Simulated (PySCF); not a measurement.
**How methods differ on the excitation energy of Ne⁺**

Ne⁺ [He] 2s2 2p5 (2P) → Ne⁺ [He] 2s1 2p6 (2S), as a difference of total energies. Computed with PySCF 2.14 in x2c-TZVPPall, with the spin-free X2C one-electron Hamiltonian (Gaussian nucleus). Correlated levels: valence: 1s2 frozen; valence and next inner shell: nothing frozen. The calculations carry no spin-orbit coupling.

```csv
method,excitation energy (eV),error (eV)
UHF,29.692,+2.814
LDA,22.860,-4.018
PBE,23.653,-3.225
PBE0,25.167,-1.711
r2SCAN,25.728,-1.150
revPBE,23.815,-3.063
r2SCAN0,26.586,-0.292
PBEsol,23.422,-3.456
M06-2X,25.801,-1.077
ROHF,29.661,+2.783
MP2 (valence),27.639,+0.761
SCS-MP2 (valence),27.503,+0.625
MP2 (valence and next inner shell),27.588,+0.710
SCS-MP2 (valence and next inner shell),27.470,+0.592
```

Reference: 26.878 eV (measured; NIST levels, between the centres of gravity of the two terms).

Errors of the correlated levels include the incompleteness of this basis and the frozen core.
